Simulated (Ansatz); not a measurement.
A nudged elastic band was laid between two geometries of F2GeH6Si2 (11 atoms, charge 0, multiplicity 1).

Computed with RKS BLYP-D4/def2-SVP in Ansatz.

| Property | Result |
| --- | --- |
| movable images | 7 |
| climbing image | yes |
| spring | 5.0 eV/Å² |
| optimiser | quadratic models (default) |
| start path | through a guess of the saddle point |
| force threshold | 0.05 eV/Å |
| iteration limit | 60 |
| end points | relaxed |

Initial state:

```xyz
11
Properties=species:S:1:pos:R:3
F -1.527 1.600 -0.312
Ge -1.442 0.594 1.164
Si 0.444 -0.827 0.620
F -0.073 -2.394 0.533
Si 1.186 -0.066 -1.492
H -2.823 -0.118 1.280
H -1.244 1.600 2.338
H 1.506 -0.753 1.682
H 1.603 1.366 -1.344
H 2.361 -0.876 -1.960
H 0.074 -0.183 -2.487
```

Final state:

```xyz
11
Properties=species:S:1:pos:R:3
F -1.189 1.887 -0.070
Ge -1.285 0.712 1.275
Si 0.289 -0.962 0.507
F -0.517 -2.385 0.263
Si 1.131 -0.109 -1.531
H -2.775 0.265 1.350
H -0.888 1.514 2.552
H 1.361 -1.214 1.531
H 0.000 0.109 -2.488
H 1.819 1.190 -1.234
H 2.118 -1.065 -2.135
```

(1) What changes between the two ends?

(2) Give the energies along the band, and the barrier.

(3) What is the geometry of the highest image?

(4) What are the harmonic wavenumbers there?

Results:

(1) No bond is made or broken. The dihedral Ge2–Si3–Si5–H11 goes from -59 to -179°. The two ends are copies of one structure, up to a mirror image or an exchange of like atoms.

(2) The forces met the threshold. The highest image is number 4 of 0 to 8, 7.5 kJ/mol above the ends, which have the same energy within 2 meV. A vibrational analysis at the climbing image gives one clearly imaginary mode, 111i cm⁻¹: a first-order saddle point.

| image | path coordinate (Å) | energy (kJ/mol) | dihedral Ge2–Si3–Si5–H11 (°) |
| --- | --- | --- | --- |
| 0 | 0.00 | 0.0 | -59 |
| 1 | 0.67 | 0.8 | -70 |
| 2 | 1.34 | 3.4 | -87 |
| 3 | 2.01 | 6.4 | -104 |
| 4 | 2.68 | 7.5 | -120 |
| 5 | 3.40 | 6.5 | -139 |
| 6 | 4.11 | 4.0 | -158 |
| 7 | 4.82 | 1.3 | -173 |
| 8 | 5.53 | 0.0 | -179 |

(3) 
```xyz
11
Properties=species:S:1:pos:R:3
F -1.706 1.712 -0.120
Ge -1.345 0.684 1.290
Si 0.259 -0.927 0.452
F -0.565 -2.315 0.096
Si 1.258 -0.056 -1.522
H -2.711 0.089 1.746
H -0.781 1.653 2.375
H 1.263 -1.258 1.522
H 0.672 1.287 -1.830
H 2.742 0.076 -1.335
H 0.979 -1.003 -2.652
```

(4) 111i, 27, 80, 126, 156, 194, 307, 383, 439, 487, 491, 648, 650, 687, 751, 787, 823, 833, 866, 907, 920, 2023, 2046, 2131, 2156, 2170, 2188 cm⁻¹.

Time of the run: 4.9 min on 2 threads of Arm Neoverse V2 (shared host), peak memory 0.18 GiB.
